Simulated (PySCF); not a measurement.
## Orbital energies and ionisation energy

C2H6GeOSi.
SMILES with atom numbers: `[CH:1]#[C:2][GeH2:3][O:4][SiH3:5]` (hydrogens: H6 on C1; H7, H8 on Ge3; H9, H10, H11 on Si5)

Cartesian coordinates in Å at the PBE0-D3(BJ)/def2-SVP level; atoms count from 1:
```xyz
11
C2H6GeOSi angstrom
C      1.9805    1.2502   -0.0323
C      1.2746    0.2598   -0.0431
Ge     0.1438   -1.2691   -0.0687
O     -1.4109   -0.8181    0.6538
Si    -2.3927    0.5192    0.5933
H      2.6051    2.1263   -0.0214
H     -0.0953   -1.7016   -1.5215
H      0.7197   -2.3813    0.8103
H     -1.7120    1.7188    1.1701
H     -3.6191    0.2191    1.3858
H     -2.7838    0.8322   -0.8177
```

Level: CAM-B3LYP/def2-SVPD (PySCF). Frontier orbitals with their largest atomic shares (Löwdin; up to four atoms above 4 %):

| orbital | ε (eV) | main atoms |
| --- | --- | --- |
| HOMO−3 | -10.31 | O4 27 %, Si5 24 %, H10 17 %, H9 8 % |
| HOMO−2 | -10.01 | O4 30 %, Si5 17 %, C2 13 %, C1 12 % |
| HOMO−1 | -9.91 | C2 41 %, C1 40 %, O4 9 % |
| HOMO | -9.69 | ? |
| LUMO | 0.24 | Ge3 24 %, C2 17 %, C1 17 %, O4 11 % |
| LUMO+1 | 0.94 | Ge3 41 %, C1 11 %, H8 11 %, H7 9 % |
| LUMO+2 | 1.04 | C1 30 %, C2 27 %, Ge3 19 %, H6 8 % |

Q: What vertical ionisation energy does ΔSCF give, and how far is −ε(HOMO) from it?

A: ΔSCF: 10.51 eV (1014 kJ/mol; threshold wavelength 118 nm); ⟨S²⟩ of the doublet left behind is 0.760, against 0.75 for a pure doublet. −ε(HOMO) is 9.69 eV, 0.82 eV below it. For the exact functional −ε(HOMO) would equal the first vertical ionisation energy; CAM-B3LYP (range-separated hybrid) falls short of its own ΔSCF value by 8 %.

Q: On which atoms does the HOMO lie?

A: C2 (alkyne carbon) 27 %, C1 (terminal alkyne carbon) 27 %, O4 (oxygen bonded to Ge and Si) 12 %, Ge3 (germanium bonded to C, O and 2 H) 10 %, so no atom holds as much as 40 %. The HOMO−1 lies 0.22 eV lower.

Q: With α = 79.8 au, estimate the like-pair dispersion coefficient by London's formula C6 = (3/4)α²I.

A: I = 0.3863 Eh, so C6 ≈ 1840 au; the Casimir–Polder integral at the same level gives 2270 au, 1.23 times as much.

Q: What total energies stand behind the ΔSCF value?

A: E(N) = -2521.11394 Eh and E(N − 1) = -2520.72762 Eh at the same geometry, 0.38632 Eh apart.

Q: How many of the 10 lowest singlet excitations (vertical TDDFT, same level) lie below the ionisation energy?

A: All 10; they run from 5.88 to 8.25 eV.

Q: Shift the occupied levels rigidly so that −ε(HOMO) equals the ΔSCF value. What binding energies result?

A: The shift is +0.82 eV: HOMO 10.51, HOMO−1 10.73, HOMO−2 10.83, HOMO−3 11.13 eV. A rigid shift is only a rough guide to the deeper ionisations.

Geometry: PBE0-D3(BJ)/def2-SVP, one conformer, isolated molecule. The calculation is non-relativistic, for germanium too.
